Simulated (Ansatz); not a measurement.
chlorine atom (Cl), doublet.

Input for Ansatz (a program for electronic structure):
Ansatz 0.2 input:
```yaml
crystal:
  periodic: [false, false, false]
  atoms:
    - {symbol: Cl, position_ang: [0.00000000, 0.00000000, 0.00000000]}
basis:
  gaussian:
    orbitals: def2-TZVP
hamiltonian:
  xc: {name: BHLYP}
magnetization: {spin_polarized: true, initial_magnetization: 1}
```

Problem. What does this run give for the number of basis functions, <S^2>, total energy?

Solution. 
- number of basis functions: 37
- <S^2>: 0.755
- total energy: -460.1561 Eh
